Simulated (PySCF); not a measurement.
# Bond curve of CSe

Set-up: basis C def2-SVP, Se def2-SVP; no relativity; PySCF 2.14. Energies in eV from C + Se in their ground configurations at the same level. All curves are PBE0. state 1: ¹Σ⁺ (singlet), closed shell; state 2: ³Π (triplet), unpaired electrons σ ↑, π ↑, a second solution, started from another occupation; state 3: ⁵Π (quintet), unpaired electrons σ ↑, π ↑↑↑, a second solution, started from another occupation.

```
R (Å)  state 1  state 2  state 3
1.441   -4.241   -1.177    3.284
1.508   -5.271   -2.294    1.610
1.575   -5.840   -2.956    0.440
1.626   -6.040   -3.230   -0.187
1.676   -6.092   -3.360   -0.644
1.726   -6.030   -3.381   -0.967
1.793   -5.813   -3.285   -1.235
1.877   -5.394   -3.035   -1.381
1.978   -4.760   -2.636   -1.374
2.112   -3.816   -2.056   -1.198
```

**Question.** Put a parabola through the three lowest points of the state 1 curve and estimate Re, k and ωe (reduced mass 10.43 u; 1 eV/Å² = 0.16022 mdyn/Å; ωe = 1302.8·√(k/μ) cm⁻¹).

**Answer.** Through R = 1.626, 1.676, 1.726 Å the second-order coefficient is 22.8 eV/Å², so Re ≈ 1.674 Å, k ≈ 7.31 mdyn/Å and ωe ≈ 1090 cm⁻¹. A polynomial fit of higher order to the unrounded PBE0 energies gives Re = 1.672 Å, k = 7.40 mdyn/Å, ωe = 1097 cm⁻¹; anharmonicity and rounding make the difference.

The higher-order fit for each curve: state 1: Re = 1.672 Å, ωe = 1097 cm⁻¹, De = 6.09 eV; state 2: Re = 1.712 Å, ωe = 958 cm⁻¹, minimum 3.38 eV below the ground-state fragments; state 3: Re = 1.921 Å, ωe = 639 cm⁻¹, minimum 1.40 eV below the ground-state fragments.

⟨S²⟩ of the unrestricted solution departs from its pure value on part of the curve, where spin states mix.
